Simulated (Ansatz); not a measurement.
Name a neutral molecule of Cl, Ge, Se and H with LUMO energy (PBE0/def2-TZVPP) between -2.30 and -2.00 eV and HOMO energy (PBE0/def2-TZVPP) between -8.10 and -7.80 eV (Ansatz, PBE0-D4/def2-TZVP geometry).

`[Cl][Ge]([Cl])([Cl])[SeH]` (-2.16 eV, -7.91 eV). Other molecules can fit too; these were computed, each in one conformer that needn't be the lowest.
